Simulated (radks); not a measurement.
Task: The mean radii <r> (bohr) of the occupied orbitals of an atom or ion are listed with their occupations. Calculated with a radial shooting solver on a logarithmic mesh with Libxc functionals: non-relativistic Kohn-Sham, OLYP, spin-polarised, spherical densities, point nucleus.

orbital  occ.      <r>
1s up       1  0.01892
1s down     1  0.01892
2s up       1  0.07966
2s down     1  0.07966
2p up       3  0.06730
2p down     3  0.06730
3s up       1   0.2008
3s down     1   0.2008
3p up       3   0.1912
3p down     3   0.1912
3d up       5   0.1668
3d down     5   0.1668
4s up       1   0.4410
4s down     1   0.4410
4p up       3   0.4445
4p down     3   0.4445
4d up       5   0.4510
4d down     5   0.4510
4f up       7   0.4704
4f down     7   0.4701
5s up       1   0.9965
5s down     1   0.9957
5p up       3    1.075
5p down     3    1.074
5d up       5    1.359
5d down     4    1.363

Name the element and its charge. Open shells, if any, are filled with parallel spins first.

Result: Z = 80, mercury, charge +3: Hg3+ in [Xe] 4f14 5d9. The 1s radius gives Z: for a bare nucleus <r> = 1.5/Z, 0.01875 bohr for Z = 80, and screening makes it slightly larger (0.01892 here). The occupations add up to 77, and the charge is Z minus that.
